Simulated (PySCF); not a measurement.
Geometry:
```
atom   x (Å)   y (Å)   z (Å)
  B1   1.656  -0.282   0.532
  C2   0.188  -0.475   0.074
  C3  -1.029  -0.174   0.920
  C4  -1.617   0.574  -0.026
  C5  -0.508   0.381  -1.032
  H6   1.983  -0.539   1.670
  H7   2.513   0.028  -0.266
  H8   0.250  -1.556  -0.217
  H9  -1.300  -0.456   1.941
 H10  -2.553   1.137  -0.066
 H11  -0.781  -0.168  -1.949
 H12   0.040   1.292  -1.325
```

Geometry: PBE0-D3(BJ)/def2-SVP; GIAO absolute shieldings from PySCF 2.14.0 with density-fitted response routines, gas phase, non-relativistic, averaged over equivalent atoms.

At PBE0/pcSseg-1 (120 basis functions, 7.8 s wall time on 1 thread of an Arm Neoverse V1, shared host):
```
atoms  σ (ppm)
   B1     18.5
   C3     36.8
   C4     41.5
   C2    126.2
   C5    145.3
H6/H7    23.77
   H9    24.73
  H10    25.10
  H11    28.22
  H12    28.32
   H8    28.55
```

Question: What do these become at CAM-B3LYP/pcSseg-2?

Answer: 
```json
{"atoms": "B1", "σ at CAM-B3LYP/pcSseg-2": "10.3", "change": "-8.2"}
{"atoms": "C3", "σ at CAM-B3LYP/pcSseg-2": "28.9", "change": "-7.9"}
{"atoms": "C4", "σ at CAM-B3LYP/pcSseg-2": "33.6", "change": "-7.9"}
{"atoms": "C2", "σ at CAM-B3LYP/pcSseg-2": "123.0", "change": "-3.2"}
{"atoms": "C5", "σ at CAM-B3LYP/pcSseg-2": "143.8", "change": "-1.5"}
{"atoms": "H6/H7", "σ at CAM-B3LYP/pcSseg-2": "23.95", "change": "+0.18"}
{"atoms": "H9", "σ at CAM-B3LYP/pcSseg-2": "24.65", "change": "-0.08"}
{"atoms": "H10", "σ at CAM-B3LYP/pcSseg-2": "25.03", "change": "-0.07"}
{"atoms": "H11", "σ at CAM-B3LYP/pcSseg-2": "28.33", "change": "+0.11"}
{"atoms": "H12", "σ at CAM-B3LYP/pcSseg-2": "28.41", "change": "+0.09"}
{"atoms": "H8", "σ at CAM-B3LYP/pcSseg-2": "28.73", "change": "+0.18"}
```

The largest change is at B1 (boron bonded to C, 2 H). Cost: 278 basis functions, 35 s wall time on 1 thread of an Arm Neoverse V1, shared host. The order of the carbon signals is the same at both levels.

A carbon bonded to boron is broadened by the quadrupolar boron nucleus and is often missing from a measured spectrum.
